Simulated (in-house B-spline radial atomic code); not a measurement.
Fe3+ is squeezed into an impenetrable sphere of radius R (the orbitals vanish at R). Computed with an all-electron radial atomic-structure program (B-spline basis): non-relativistic r2SCAN, spin-polarised, spherical fractional occupations, point nucleus.

Energies in eV above the free ion in [Ar] 3d5:

```json
{"R (bohr)": "8.19", "highest level (eV)": "-46", "[Ar] 3d5": "0", "[Ne] 3s2 3p5 3d6": "54.85"}
{"R (bohr)": "7", "highest level (eV)": "-46", "[Ar] 3d5": "0", "[Ne] 3s2 3p5 3d6": "54.85"}
{"R (bohr)": "4.89", "highest level (eV)": "-46", "[Ar] 3d5": "0.004836", "[Ne] 3s2 3p5 3d6": "54.85"}
{"R (bohr)": "4.28", "highest level (eV)": "-45.9", "[Ar] 3d5": "0.03136", "[Ne] 3s2 3p5 3d6": "54.89"}
{"R (bohr)": "3.54", "highest level (eV)": "-45.6", "[Ar] 3d5": "0.2863", "[Ne] 3s2 3p5 3d6": "55.2"}
{"R (bohr)": "3.28", "highest level (eV)": "-45.3", "[Ar] 3d5": "0.617", "[Ne] 3s2 3p5 3d6": "55.6"}
{"R (bohr)": "2.45", "highest level (eV)": "-41.4", "[Ar] 3d5": "7.545", "[Ne] 3s2 3p5 3d6": "63.46"}
{"R (bohr)": "2.24", "highest level (eV)": "-38.3", "[Ar] 3d5": "14.77", "[Ne] 3s2 3p5 3d6": "71.36"}
{"R (bohr)": "1.81", "highest level (eV)": "-24", "[Ar] 3d5": "63.63", "[Ne] 3s2 3p5 3d6": "122.8"}
{"R (bohr)": "1.52", "highest level (eV)": "0.119", "[Ar] 3d5": "182.6", "[Ne] 3s2 3p5 3d6": "244.4"}
```

Problem. Does [Ne] 3s2 3p5 3d6 fall below [Ar] 3d5 under compression?

Solution. No, it stays above over the whole range.

The highest level is first positive in the row R = 1.52 bohr, pushed up by confinement above the zero of the free ion's potential. Each configuration is held fixed and needn't be the lowest in the sphere.
